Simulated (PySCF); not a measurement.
Several orderings of computed values.

Each SMILES stands for a single optimised conformer of the isolated species (atoms past krypton carry core potentials, spin–orbit coupling is left out). Electronic properties by PySCF.

Dipoles, sizes and rotational constants follow the conformer. The torsions of the flexible species, by atom-mapped SMILES:
- `[CH3:1][O:2][B:3]([Br:4])[Br:5]`: C1–O2–B3–Br4 0°
- `[CH3:1][C:2](=[O:3])[c:4]1[cH:5][cH:6][cH:7][n:8][cH:9]1`: C1–C2–C4–C5 -179°
- `[CH3:1][O:2][c:3]1[n:4][se:5][cH:6][c:7]1[F:8]`: C1–O2–C3–N4 0°
- `[CH3:1][C:2](=[O:3])[c:4]1[cH:5][cH:6][cH:7][cH:8][n:9]1`: C1–C2–C4–C5 -179°
- `[CH3:1][S:2][BH:3][AsH2:4]`: C1–S2–B3–As4 6°, H–As4–B3–S2 -48°, H–As4–B3–S2 -144°

Task: Rank by lowest singlet excitation, highest first (TDDFT CAM-B3LYP/def2-SVPD at PBE0-D3(BJ)/def2-SVP geometries).
A. `C[n+]1ccncc1`
B. `COB(Br)Br`
C. `CC(=O)c1cccnc1`
D. `COc1n[se]cc1F`

Result: B (6.20 eV), D (4.55 eV), C (3.97 eV), A (3.87 eV).

Task: Rank by lowest triplet excitation (Tamm–Dancoff), lowest first (TDA CAM-B3LYP/def2-SVPD at PBE0-D3(BJ)/def2-SVP geometries).
A. `N#[C][GeH2][C]#N`
B. `CC(=O)c1cccnc1`
C. `COc1n[se]cc1F`
D. `CC(=O)c1ccccn1`
E. `C[N+]1=CC=NC=C1`
F. `COB(Br)Br`
G. `[H][Al]([H])[F]`

Result: E (3.11 eV), D (3.27 eV), B (3.49 eV), C (3.66 eV), G (5.36 eV), A (5.80 eV), F (6.06 eV).

Task: By how much do the two ends of that ranking differ?

Result: By 2.95 eV, between `COB(Br)Br` and `C[n+]1ccncc1`.

Task: Rank by smallest rotational constant, lowest first (PBE0-D3(BJ)/def2-SVP).
A. `CSB[AsH2]`
B. `[H][Al]([H])[F]`
C. `CC(=O)c1cccnc1`
D. `[H][Ge]([H])([C]#N)[C]#N`
E. `I[I-]I`
F. `[H][Sn]([H])([CH3])[SiH3]`
G. `COB(Br)Br`
H. `C[n+]1ccncc1`

Result: E (0.227 GHz), G (0.766 GHz), C (0.937 GHz), A (1.326 GHz), D (1.641 GHz), H (1.852 GHz), F (1.922 GHz), B (13.041 GHz).

Task: Rank by dipole moment, highest first (CAM-B3LYP/def2-SVPD at PBE0-D3(BJ)/def2-SVP geometries).
A. `CC(=O)c1cccnc1`
B. `[H][Ge]([H])([C]#N)[C]#N`
C. `CC(c1ncccc1)=O`
D. `COB(Br)Br`
E. `[H][Al]([H])[F]`

Result: B (4.27 D), C (3.27 D), D (2.55 D), E (1.60 D), A (0.94 D).

Task: Rank by HOMO–LUMO gap, highest first (CAM-B3LYP/def2-SVPD at PBE0-D3(BJ)/def2-SVP geometries).
A. `COB(Br)Br`
B. `C[n+]1ccncc1`
C. `CC(=O)c1cccnc1`
D. `[H][Ge]([H])([C]#N)[C]#N`
E. `[H][Al]([H])[F]`

Result: D (11.37 eV), A (9.95 eV), E (9.75 eV), C (8.06 eV), B (7.94 eV).

Task: Give the two extremes of that set in kcal/mol.

Result: `C[n+]1ccncc1`: 183 kcal/mol; `[H][Ge]([H])([C]#N)[C]#N`: 262 kcal/mol.

Task: Rank by static isotropic polarisability, highest first (CAM-B3LYP/def2-SVPD at PBE0-D3(BJ)/def2-SVP geometries).
A. `C[n+]1ccncc1`
B. `COc1n[se]cc1F`
C. `COB(Br)Br`
D. `[H][Ge]([H])([C]#N)[C]#N`
E. `[F][AlH2]`
F. `CC(=O)c1cccnc1`

Result: F (89.4 au), B (82.3 au), C (72.9 au), A (64.9 au), D (57.0 au), E (27.8 au).

Task: By how much do the two ends of that ranking differ?

Result: By 61.6 au, between `CC(=O)c1cccnc1` and `[H][Al]([H])[F]`.
